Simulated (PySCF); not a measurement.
**AsF₃ + 3 HF → AsH₃ + 3 F₂**

Level: PBE0 in the def2-TZVP basis family, all electrons, no relativity, computed in PySCF with density fitting; open shells unrestricted.

| species | state and structure | ZPE (kJ/mol) | H(298 K) − H(0) (kJ/mol) | S° (J/(mol K)) |
| --- | --- | --- | --- | --- |
| AsF₃ | singlet, C3v, As–F 1.715 Å (×3); F–As–F 95.9° (×3) | 18.0 | 14.2 | 289.0 |
| HF | singlet, C∞v, H–F 0.920 Å | 24.9 | 8.7 | 173.6 |
| AsH₃ | singlet, C3v, As–H 1.522 Å (×3); H–As–H 92.0° (×3) | 57.6 | 10.2 | 222.9 |
| F₂ | singlet, D∞h, F–F 1.376 Å | 6.6 | 8.7 | 201.9 |

Q: Is the gas-phase reaction uphill or downhill in electronic energy at this level, and by how much?

A: At PBE0/def2-TZVP, ΔE = 1671.1 kJ/mol, uphill. 

Q: Add zero-point, thermal and entropy terms for 298.15 K and 1 bar.

A: ΔZPE = -15.3 and Δ[H(298) − H(0)] = -4.0 kJ/mol give ΔH° = 1651.8 kJ/mol. ΔS° = 18.8 J/(mol K), so ΔG° = 1651.8 − 298.15 × (0.0188) = 1646 kJ/mol.

Each species is the lowest minimum found with this bonding; other isomers or fragments can lie lower.
